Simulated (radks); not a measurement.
Ionisation ladder of terbium, from Tb45+ to Tb64+. Each ion is in the ground configuration listed by NIST, and IE = E(next ion) - E(this ion), with E = 0 for the bare nucleus. All-electron calculation, scalar-relativistic Kohn-Sham, r2SCAN, spin-polarised, spherical densities, finite nucleus; open shells are filled with parallel spins first (spin-orbit coupling, left out, can overturn this in heavy ions); meta-GGA in the generalised Kohn-Sham scheme; Fermi nuclear charge, rms radius 5.06 fm. Program: a radial shooting solver on a logarithmic mesh with Libxc functionals.

| species | configuration | E (hartree) | IE, Delta-SCF (eV) | IE, NIST (eV) | kind | error (eV) |
|---|---|---|---|---|---|---|
| Tb45+ | [Ar] 3d2 | -9958.0389 | 3675.8 | 3698 | theory | -22.2 |
| Tb46+ | [Ar] 3d1 | -9822.9540 | 3789.6 | 3814 | theory | -24.4 |
| Tb47+ | [Ar] | -9683.6902 | 4205.1 | 4139 | theory | +66.1 |
| Tb48+ | [Ne] 3s2 3p5 | -9529.1542 | 4304.3 | 4242 | theory | +62.3 |
| Tb49+ | [Ne] 3s2 3p4 | -9370.9757 | 4401.2 | 4355 | theory | +46.2 |
| Tb50+ | [Ne] 3s2 3p3 | -9209.2347 | 4541.3 | 4460 | theory | +81.3 |
| Tb51+ | [Ne] 3s2 3p2 | -9042.3432 | 4643.1 | 4760 | theory | -116.9 |
| Tb52+ | [Ne] 3s2 3p1 | -8871.7115 | 4742.7 | 4877 | theory | -134.3 |
| Tb53+ | [Ne] 3s2 | -8697.4212 | 5110.8 | 5103 | theory | +7.8 |
| Tb54+ | [Ne] 3s1 | -8509.6023 | 5223.4 | 5217 | theory | +6.4 |
| Tb55+ | [Ne] | -8317.6445 | 11933.8 | 11673 | theory | +260.8 |
| Tb56+ | [He] 2s2 2p5 | -7879.0849 | 12207.3 | 11957 | theory | +250.3 |
| Tb57+ | [He] 2s2 2p4 | -7430.4753 | 12472.9 | 12272 | theory | +200.9 |
| Tb58+ | [He] 2s2 2p3 | -6972.1064 | 12870.7 | 12563 | theory | +307.7 |
| Tb59+ | [He] 2s2 2p2 | -6499.1157 | 13153.4 | 13658 | theory | -504.6 |
| Tb60+ | [He] 2s2 2p1 | -6015.7372 | 13427.9 | 14003 | theory | -575.1 |
| Tb61+ | [He] 2s2 | -5522.2709 | 14457.8 | 14434 | theory | +23.8 |
| Tb62+ | [He] 2s1 | -4990.9554 | 14741.5 | 14721.0 | theory | +20.5 |
| Tb63+ | [He] | -4449.2142 | 59931 | 59741.1 | theory | +189.8 |
| Tb64+ | 1s1 | -2246.7939 | 61138 | 61050 | theory | +88.3 |

Reference values: NIST Atomic Spectra Database (exp. = measured, semi-emp. = semi-empirical, theory = theoretical value adopted there). The ionisation energy per charge of the ion left behind rises most, in proportion, at Tb63+ ([He]), from 233.99 to 936.42 eV. Open shells are spherical and high-spin; term and fine-structure splittings are not resolved. Spin-orbit splitting is averaged out at the scalar-relativistic level.
